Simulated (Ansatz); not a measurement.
`C[SiH2]CC=O` + H₂ → `O=CC[SiH3]` + CH₄ at 600 K and 1 bar (hydrogenolysis of the Si–C bond).

Isolated molecules relaxed with PBE0-D4/def2-TZVP in Ansatz; ΔE leaves out vibrations. CCSD(T)/CBS is the MP2 limit (def2-TZVPP, def2-QZVPP) plus CCSD(T) − MP2 in def2-TZVPP, frozen cores. This one scheme is used for every species. Each species was taken in one conformer, which may not be the lowest.

```csv
species,CCSD(T)/CBS energy (Eh),H − E (kJ/mol),S (J/(mol·K))
`C[SiH2]CC=O`,-483.22373,330.2,462.6
H₂,-1.17544,43.9,150.8
`O=CC[SiH3]`,-443.94595,239.4,398.6
CH₄,-40.46206,140.4,215.7
```

H − E and S are ideal-gas, rigid-rotor, harmonic terms from PBE0-D4/def2-TZVP, for one conformer and one mirror image of each species. For small species the MP2-based limit differs from directly extrapolated CCSD(T) by up to some mEh (0.8 for H₂); such offsets cancel only in part. 1 Eh = 2625.50 kJ/mol, R = 8.31446 J/(mol·K).

By hand: ΔE, ΔH, ΔS and ΔG.

ΔE = (-443.94595) + (-40.46206) − (-483.22373) − (-1.17544) = -0.00884 Eh = -23.2 kJ/mol. Δ(H − E) = 239.4 + 140.4 − 330.2 − 43.9 = 5.7, so ΔH = -17.5 kJ/mol. ΔS = 398.6 + 215.7 − 462.6 − 150.8 = 0.9 J/(mol·K). ΔG = -17.5 − 600 × (0.9)/1000 = -18.0 kJ/mol.

By hand: the equilibrium constant, and the temperature at which ΔG would vanish if ΔH and ΔS stayed fixed.

log₁₀ K = −ΔG/(RT ln 10) = 1.6. ΔH and −TΔS have one sign here, so there is no such temperature. One of them is within its doubt of zero, so this could turn.

The number of gas molecules stays the same, so ΔS is small and ΔH decides. A doubt of 5 kJ/mol in ΔE shifts log₁₀ K by 0.4 here. Other conformers and mirror images would add mixing entropy, several J/(mol·K) or more a flexible species. Modes under 60 cm⁻¹, often nearly free rotors, make the harmonic entropy too high. These are equilibria of isolated gas molecules and say nothing of rates. Largest T1 diagnostic: 0.014 (customary marks: 0.02 for closed shells, 0.045 for open ones).
